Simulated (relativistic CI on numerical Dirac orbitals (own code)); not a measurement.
Slater and spin-orbit integrals, Zn⁸⁺

These numbers are calculated, not measured: Dirac-Coulomb-Breit CI, KLI orbitals optimised for each configuration, a model potential for QED, unscaled Slater integrals (own radial code, finite nucleus).

Slater integrals F^k, G^k are unscaled and averaged over j, outside the closed core [Ne]; ζ comes from projecting the Hamiltonian with its Breit term on Σ l·s of the shell.

- 3s2.3p6.3d4: F^2(3d,3d) = 151540, F^4(3d,3d) = 96274, ζ(3d) = 1612.2 cm⁻¹; <r>(3d) = 0.6484, <r^2>(3d) = 0.5025 (bohr units).
- 3s2.3p5.3d5: ζ(3p) = 18978, F^2(3d,3d) = 151170, F^4(3d,3d) = 96033, F^2(3p,3d) = 148210, G^1(3p,3d) = 176850, G^3(3p,3d) = 111400, ζ(3d) = 1570 cm⁻¹; <r>(3p) = 0.6521, <r^2>(3p) = 0.4933, <r>(3d) = 0.6497, <r^2>(3d) = 0.5048 (bohr units).
- 3s2.3p6.3d3.4s: F^2(3d,3d) = 156200, F^4(3d,3d) = 99411, ζ(3d) = 1714.1, G^2(3d,4s) = 16481 cm⁻¹; <r>(3d) = 0.6318, <r^2>(3d) = 0.4762, <r>(4s) = 1.46, <r^2>(4s) = 2.389 (bohr units).

(1) Give the Racah parameters of the d shell in 3s2.3p6.3d4.

In this model ζ of a weakly bound d, f or g electron outside closed shells comes out too small, for d by up to a factor of two or three and at times with the wrong sign; that of an outer p electron is too small as well.

Averages of the first 10 configurations, taken without configuration mixing, which lowers the lowest level and can move excited configurations by several eV; other configurations of the list can lie among them:

```csv
Configuration,Parity,States,Average energy above the lowest level (eV)
3s2.3p6.3d4,even,210,7.8
3s2.3p5.3d5,odd,1512,88.7
3s2.3p6.3d3.4s,even,240,80.8
3s.3p6.3d5,even,504,143.6
3s2.3p6.3d3.4p,odd,720,95.8
3s2.3p6.3d3.4d,even,1200,118.8
3s2.3p6.3d2.4s.4p,odd,540,177.8
3s2.3p6.3d3.4f,odd,1680,137.7
3s2.3p6.3d3.5s,even,240,138.4
3s2.3p6.3d3.5p,odd,720,144.8
```

## Answers

(1) B = F²/49 − 5F⁴/441 = 2001 cm⁻¹ and C = 35F⁴/441 = 7641 cm⁻¹.
